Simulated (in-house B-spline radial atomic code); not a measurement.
RPA and G0W0 on r2SCAN0: In2+

Configuration [Kr] 4d10 5s1, highest spin, mean-field start r2SCAN0. Computed with an all-electron radial atomic-structure program (B-spline basis): all electrons, non-relativistic, point nucleus, each spin shell either full or empty, empty states to l = 9 with an (l + 1/2)⁻⁴ tail; G0W0 by contour deformation at full frequency.

Without relativity these are model numbers: it shifts the levels of so heavy an element strongly and can reorder them.

Command:
```bash
python run_gw.py task.json out
```
Settings (radii: box in bohr, nucleus in fm):
```
Z                        49
electrons                47
configuration            [Kr] 4d10 5s1
hamiltonian              nr
method                   r2scan0
lmax                     9
spin_polarised           True
box_radius               17.55
intervals                54
ion_configuration        [Kr] 4d10
```

Cost of the run: 8.9 s on 1 thread of Arm Neoverse N1, on a shared host.

Energies (hartree):

```csv
term,value
mean-field total,-5741.79281
Hartree-Fock functional on these orbitals,-5739.37005
direct second order,-3.9868
second-order exchange,1.1054
SOSEX correction,1.0296
```

Q: What is the RPA correlation energy, and what remains with SOSEX?

A: RPA gives -3.5155 hartree (-2.04 eV per electron); RPA + SOSEX gives -2.4859, and the second-order doubles -2.8814 hartree (no singles). SOSEX takes back 29 % of the RPA value.

Quasi-particle levels (eV):

| level | occupied | mean field | Σx - vxc | Σc | QP weight | G0W0 |
| --- | --- | --- | --- | --- | --- | --- |
| 5s up | yes | -24.141 | -1.60 | ? | ? | ? |
| 4d down | yes | -40.17 | -5.90 | 0.70 | 0.923 | -45.37 |
| 5s down | no | -20.094 | 4.37 | -2.35 | 0.945 | -18.077 |

G0W0 = mean field + (Σx - vxc) + Σc, with Σc (partial-wave tail included) taken at the quasi-particle energy. Only the outer levels were computed. Levels of low weight are left out.

Q: Where does G0W0 put 5s up?

A: At -27.434 eV, with Σc = -1.70 eV and a quasi-particle weight of 0.961. The tabulated removal energy is 28.044 eV (NIST, measured); the calculation leaves out relativity, Breit and QED terms, and what these don't explain is the method's own error.

Q: What does it cost to remove one electron (to [Kr] 4d10) by differences of total energies, each species on its own start (correlation terms add to the Hartree-Fock functional)?

A: r2SCAN0 26.872 eV, Hartree-Fock functional 25.510 eV, + RPA 27.289 eV, + RPA + SOSEX 26.666 eV, + second order 27.505 eV. Tabulated: 28.044 eV (NIST, measured); the calculation leaves out relativity, Breit and QED terms, and what these don't explain is the method's own error.
